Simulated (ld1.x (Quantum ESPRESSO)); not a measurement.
## Sn, TM semilocal: configuration errors across variants

| Quantity | Value |
| --- | --- |
| Element | tin |
| Generator | ld1.x (Quantum ESPRESSO) 7.5 |
| Type | norm-conserving Troullier–Martins (semilocal form) |
| Functional | PBEsol |
| Relativity | scalar-relativistic |
| Frozen core | [Kr] |
| Valence charge | 14 |
| Reference configuration | 4d10 5s2 5p2 |
| Partial waves | 5p (bound): rc 2.55 bohr; 4d (bound): rc 1.45 bohr; 5s (bound): rc 2.15 bohr |
| Local potential | the s channel |
| Core correction | Bessel-smoothed model core inside 1.30 bohr |

All-electron excitation energies from the reference (eV): (1) 4d10 5s2 5p1 6.898; (2) 4d10 5s2 5p0 20.869; (3) 4d10 5s1 5p0 51.884; (4) 4d10 5s2 5p1.5 2.626; (5) 4d10 5s1 5p3 7.008; (6) 4d9 5s2 5p3 24.400; (7) 4d9 5s2 5p2 32.651.

A semilocal file is local in each channel, so a ghost entry of none says nothing of the separable form that plane-wave codes build from it.

Errors AE − PS in meV (a dash: test not solved or not reliable):

| change | (1) | (2) | (3) | (4) | (5) | (6) | (7) | bound ghosts |
| --- | --- | --- | --- | --- | --- | --- | --- | --- |
| base | -1.2 | -7.7 | -25 | -0.5 | -2.2 | -219 | -166 | none |
| wave 5p (bound): rc 2.55 bohr becomes 5p (bound): rc 1.72 bohr | +0.8 | -2.5 | -17 | 0.0 | -1.9 | -43 | -1.3 | none |
| wave 5p (bound): rc 2.55 bohr becomes 5p (bound): rc 1.82 bohr | +0.1 | -3.7 | -21 | -0.2 | -1.2 | -117 | -76 | none |
| wave 5p (bound): rc 2.55 bohr becomes 5p (bound): rc 2.12 bohr | -1.1 | -7.0 | -24 | -0.5 | -2.3 | -219 | -166 | none |
| wave 5p (bound): rc 2.55 bohr becomes 5p (bound): rc 2.34 bohr | -1.2 | -7.2 | -23 | -0.5 | -2.7 | -227 | -173 | none |
| wave 5p (bound): rc 2.55 bohr becomes 5p (bound): rc 2.84 bohr | -1.1 | -11 | -36 | -0.4 | +0.3 | -194 | -144 | none |
| wave 5p (bound): rc 2.55 bohr becomes 5p (bound): rc 3.12 bohr | -1.3 | -19 | -60 | -0.3 | +4.2 | -155 | -110 | none |
| wave 5p (bound): rc 2.55 bohr becomes 5p (bound): rc 3.30 bohr | -1.5 | -26 | -77 | -0.3 | +6.5 | -134 | -91 | none |
| wave 5p (bound): rc 2.55 bohr becomes 5p (bound): rc 3.66 bohr | -2.4 | -44 | -118 | -0.3 | +11 | -92 | -52 | none |
| wave 5p (bound): rc 2.55 bohr becomes 5p (bound): rc 3.88 bohr | -3.4 | -58 | -151 | -0.3 | +14 | -66 | -27 | none |

**Question.** Give the same row for: wave 5p (bound): rc 2.55 bohr becomes 5p (bound): rc 2.64 bohr.

**Answer.** -1.1, -8.1, -27, -0.5, -1.7, -214, -162; bound ghosts: none.
